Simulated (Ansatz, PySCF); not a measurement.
C2H8BClSi, SMILES [SiH2](B(C)C)Cl. Atoms are numbered in the order given.

```xyz
13

Si     0.7202     0.0794    -0.7175
Cl     1.3397     1.9519    -0.0234
B     -1.1915    -0.3186    -0.1640
C     -2.0731     0.8172     0.4392
C     -1.7403    -1.7683    -0.3819
H      1.6938    -0.9306    -0.1950
H      0.8600     0.0933    -2.2090
H     -1.5152     1.5754     1.0089
H     -2.4637     1.3521    -0.4529
H     -2.9515     0.4702     1.0053
H     -2.8326    -1.8117    -0.5190
H     -1.5339    -2.2799     0.5815
H     -1.2419    -2.3681    -1.1583
```

Geometry: PBE0-D3(BJ)/def2-SVP. This is a generated structure with no PubChem entry under its InChIKey; it may be hypothetical. Other conformers were not sampled.

Two levels are set side by side: PBE-D3(BJ)/def2-SVP (Ansatz, a quantum-chemistry and plane-wave program) and PBE0-D3(BJ)/def2-SVP (Ansatz). Each level has its own optimised geometry; the coordinates shown are those of the second. Frequencies come from the Hessian of PySCF at each geometry. Differences are taken from unrounded values.

```json
[
 {"quantity": "mean bond length (Å)", "PBE0-D3(BJ)": "1.405", "PBE-D3(BJ)": "1.414", "PBE-D3(BJ) minus PBE0-D3(BJ)": "0.009"},
 {"quantity": "bond Si1–Cl2 (Å)", "PBE0-D3(BJ)": "2.091", "PBE-D3(BJ)": "2.105", "PBE-D3(BJ) minus PBE0-D3(BJ)": "0.014"},
 {"quantity": "bond Si1–B3 (Å)", "PBE0-D3(BJ)": "2.030", "PBE-D3(BJ)": "2.035", "PBE-D3(BJ) minus PBE0-D3(BJ)": "0.005"},
 {"quantity": "bond B3–C4 (Å)", "PBE0-D3(BJ)": "1.559", "PBE-D3(BJ)": "1.563", "PBE-D3(BJ) minus PBE0-D3(BJ)": "0.004"},
 {"quantity": "bond B3–C5 (Å)", "PBE0-D3(BJ)": "1.565", "PBE-D3(BJ)": "1.569", "PBE-D3(BJ) minus PBE0-D3(BJ)": "0.004"},
 {"quantity": "bond Si1–H6 (Å)", "PBE0-D3(BJ)": "1.497", "PBE-D3(BJ)": "1.509", "PBE-D3(BJ) minus PBE0-D3(BJ)": "0.012"},
 {"quantity": "bond Si1–H7 (Å)", "PBE0-D3(BJ)": "1.498", "PBE-D3(BJ)": "1.510", "PBE-D3(BJ) minus PBE0-D3(BJ)": "0.012"},
 {"quantity": "bond C4–H8 (Å)", "PBE0-D3(BJ)": "1.100", "PBE-D3(BJ)": "1.109", "PBE-D3(BJ) minus PBE0-D3(BJ)": "0.008"},
 {"quantity": "bond C4–H9 (Å)", "PBE0-D3(BJ)": "1.111", "PBE-D3(BJ)": "1.120", "PBE-D3(BJ) minus PBE0-D3(BJ)": "0.009"},
 {"quantity": "bond C4–H10 (Å)", "PBE0-D3(BJ)": "1.101", "PBE-D3(BJ)": "1.109", "PBE-D3(BJ) minus PBE0-D3(BJ)": "0.008"},
 {"quantity": "bond C5–H11 (Å)", "PBE0-D3(BJ)": "1.102", "PBE-D3(BJ)": "1.110", "PBE-D3(BJ) minus PBE0-D3(BJ)": "0.008"},
 {"quantity": "bond C5–H12 (Å)", "PBE0-D3(BJ)": "1.110", "PBE-D3(BJ)": "1.119", "PBE-D3(BJ) minus PBE0-D3(BJ)": "0.009"},
 {"quantity": "bond C5–H13 (Å)", "PBE0-D3(BJ)": "1.100", "PBE-D3(BJ)": "1.108", "PBE-D3(BJ) minus PBE0-D3(BJ)": "0.008"},
 {"quantity": "highest harmonic wavenumber (cm⁻¹)", "PBE0-D3(BJ)": "3165", "PBE-D3(BJ)": "3073", "PBE-D3(BJ) minus PBE0-D3(BJ)": "-91"},
 {"quantity": "mean harmonic wavenumber (cm⁻¹)", "PBE0-D3(BJ)": "1267", "PBE-D3(BJ)": "1226", "PBE-D3(BJ) minus PBE0-D3(BJ)": "-41"},
 {"quantity": "zero-point energy (kcal/mol)", "PBE0-D3(BJ)": "59.76", "PBE-D3(BJ)": "57.84", "PBE-D3(BJ) minus PBE0-D3(BJ)": "-1.91"}
]
```

Exact exchange shortens and stiffens bonds; PBE has none. Differences between two approximate levels are no errors against the true value.
